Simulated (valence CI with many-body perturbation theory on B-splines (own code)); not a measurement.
Results of a calculation; reference values are marked as such.
**Sn XXXVI: what each term of the Hamiltonian does**

Level of theory: configuration interaction combined with many-body perturbation theory (CI+MBPT): five valence electrons over a frozen Dirac-Fock core [Ne], radial functions for each j: 9 s, 9 p, 8 d, 6 f, 3 g, 1 h, with the one-electron correlation potential Σ1 (screened to all orders), the two-electron term Σ2, the three-electron term Σ3, Breit, model QED; selected single and double excitations, second order for the rest (own B-spline code, finite nucleus).

The last digits are not significant, and no measured levels were compared; by estimate large intervals hold to a few tenths of a per cent, small ones and those within an open d or f shell to about a per cent. Among the levels kept, up to 540 cm⁻¹ of a level comes from second order outside the variational space, and about a tenth of that is noise between levels of different J, which matters for small intervals.

Each rung adds one term. CI alone is the Dirac-Coulomb CI over the frozen core; QED comes last and gives the full result, which names the levels. Energies are above (3s^2 3p1/2^2 3p3/2) J=3/2 on the same rung, in cm⁻¹.

Levels are named by their leading jj configuration (3d3/2^4 stands for four electrons in 3d with j = 3/2), which in mixed levels can hold well under half, so a name can repeat and another be missing. Letters in brackets count levels of one name in rising energy.

| Level | CI alone | Σ1 | Σ2 | Σ3 | Breit | QED | Full |
| --- | --- | --- | --- | --- | --- | --- | --- |
| (3s^2 3p1/2 3p3/2^2) J=3/2 | 390808 | +521 | +624 | +160 | -6323 | +801 | 386591 |
| (3s^2 3p1/2 3p3/2^2) J=5/2 | 451774 | +536 | +348 | -11 | -7662 | +818 | 445803 |
| (3s^2 3p1/2 3p3/2^2) J=1/2 | 523895 | +540 | +83 | -254 | -6188 | +772 | 518847 |
| (3s^2 3p3/2^3) J=3/2 | 921964 | +1059 | +734 | -99 | -13059 | +1550 | 912149 |
| (3s^2 3p1/2^2 3d3/2) J=3/2 | 1104710 | -1418 | -1561 | -452 | -2667 | -1505 | 1097100 |
| (3s 3p1/2^2 3p3/2^2) J=5/2 | 1125160 | -1035 | +243 | +790 | -2140 | -5971 | 1117050 |
| (3s^2 3p1/2^2 3d5/2) J=5/2 | 1299580 | -978 | -2657 | -835 | -6531 | -1556 | 1287030 |
| (3s 3p1/2^2 3p3/2^2) J=1/2 | 1301600 | -991 | -581 | +547 | -1001 | -6550 | 1293020 |
| (3s 3p1/2^2 3p3/2^2) J=3/2 | 1318260 | -1017 | -1391 | +371 | -2407 | -5429 | 1308390 |
| (3s^2 3p1/2 3p3/2 3d3/2) J=5/2 [a] | 1501550 | -920 | -1270 | -365 | -10412 | -320 | 1488260 |
| (3s^2 3p1/2 3p3/2 3d3/2) J=3/2 [a] | 1501320 | -907 | -1153 | -256 | -9253 | -902 | 1488850 |
| (3s^2 3p1/2 3p3/2 3d3/2) J=1/2 [a] | 1508170 | -914 | -1131 | -331 | -8774 | -503 | 1496520 |
| (3s 3p1/2 3p3/2^3) J=3/2 [a] | 1536310 | -513 | +306 | +605 | -9348 | -3494 | 1523860 |
| (3s^2 3p1/2 3p3/2 3d3/2) J=7/2 | 1558130 | -865 | -1349 | -619 | -12260 | -141 | 1542890 |
| (3s^2 3p1/2 3p3/2 3d5/2) J=5/2 [a] | 1598560 | -475 | -184 | +289 | -11739 | -2681 | 1583770 |
| (3s^2 3p1/2 3p3/2 3d5/2) J=7/2 [a] | 1607720 | -449 | -1293 | -468 | -13682 | +95 | 1591930 |
| (3s^2 3p1/2 3p3/2 3d5/2) J=9/2 | 1670290 | -417 | -1206 | -767 | -16246 | +87 | 1651740 |
| (3s^2 3p1/2 3p3/2 3d3/2) J=5/2 [b] | 1693260 | -729 | -4510 | -1212 | -11008 | -884 | 1674920 |
| (3s^2 3p1/2 3p3/2 3d3/2) J=1/2 [b] | 1705200 | -686 | -2893 | -439 | -8695 | -2451 | 1690030 |

The middle columns are the shifts that each term adds.

Problem. How does the ionisation energy move along the ladder, and which term matters most?

Solution. CI alone 2309.3, + Σ1 2310.2, + Σ2 2310.2, + Σ3 2309.8, + Breit 2308.5, + QED 2308.5 eV. The largest step is Breit, -1.3 eV. NIST lists 2326 ± 9 eV (semi-empirical).
